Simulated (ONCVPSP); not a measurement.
## Varying the ONCV potential for zinc (Zn)

Base potential:

ONCVPSP 4.0.1 input, shortened (lines: element, Z, core and valence counts, functional; n l f; lmax; l rc ep ncon nbas qcut; lloc lpopt rc5 dvloc0; l nproj debl; icmod fcfact rcfact), LDA (Perdew-Wang 92), scalar-relativistic:

```
  Zn 30.00    3    5  -001012      upf
    1    0    2.00
    2    0    2.00
    2    1    6.00
    3    0    2.00
    3    1    6.00
    3    2   10.00
    4    0    1.75
    4    1    0.25
    2
    0    1.05    0.00    4    9    9.50
    1    1.50    0.00    3    6   11.50
    2    0.75    0.00    4    8   19.30
    4    5    0.70    0.00
    0    2    1.60
    1    2    3.00
    2    2    2.80
    2    0.40    0.75
```

All-electron outer shells of the reference configuration (LDA (PZ), scalar-relativistic, ld1.x):

| shell | level (eV) | outermost node (bohr) | outermost maximum (bohr) |
| --- | --- | --- | --- |
| 2s | -1156.76 | 0.07 | 0.19 |
| 2p | -1004.04 | – | 0.15 |
| 3s | -129.23 | 0.28 | 0.59 |
| 3p | -83.86 | 0.25 | 0.59 |
| 3d | -11.01 | – | 0.56 |
| 4s | -6.62 | 0.85 | 2.06 |
| 4p | -1.54 | 0.92 | 3.00 |

Cutoffs, loose and tight: the cutoffs (Ha) at which the residual kinetic energy of the hardest occupied pseudo-wave falls to 1 and 0.1 mHa per electron. They do not see the model core or the augmentation charge, which bear on the density cutoff. Test errors are all-electron minus pseudo excitation energies from the reference, over the configurations 3s2 3p6 3d10 4s2 4p0; 3s2 3p6 3d10 4s1 4p0; 3s2 3p6 3d10 4s0 4p0; 3s1 3p6 3d10 4s2 4p0. A dash means not determined; rows that change the core or the reference have their own tests. The largest error is taken over the tests solved by every variant that gives reliable tests at all: 3s1 3p6 3d10 4s2 4p0; 3s2 3p6 3d10 4s1 4p0; 3s2 3p6 3d10 4s2 4p0.

```csv
change,outcome,"cutoff, loose","cutoff, tight",bound ghosts,GHOST(+) flags above zero,largest test error (meV)
base,generated,152 Ha,171 Ha,none,none,-90
"local potential polynomial inside 0.70 bohr (lpopt 5, dvloc0 1 Ha)",generated,152 Ha,171 Ha,none,none,-90
d: nproj 3,generated,152 Ha,171 Ha,none,none,-91
d: nproj 0; local potential the d channel,generated,152 Ha,171 Ha,none,s,-101
"d: ncon 5, nbas 9",generated,161 Ha,185 Ha,none,none,-85
s: qcut 12.4; p: qcut 15.1; d: qcut 25.3,generated,195 Ha,226 Ha,none,none,-34
d: qcut 17.6,generated,138 Ha,183 Ha,none,none,-96
s: qcut 10.8,generated,152 Ha,171 Ha,none,none,-63
functional revPBE,generated,152 Ha,171 Ha,none,none,-110
```
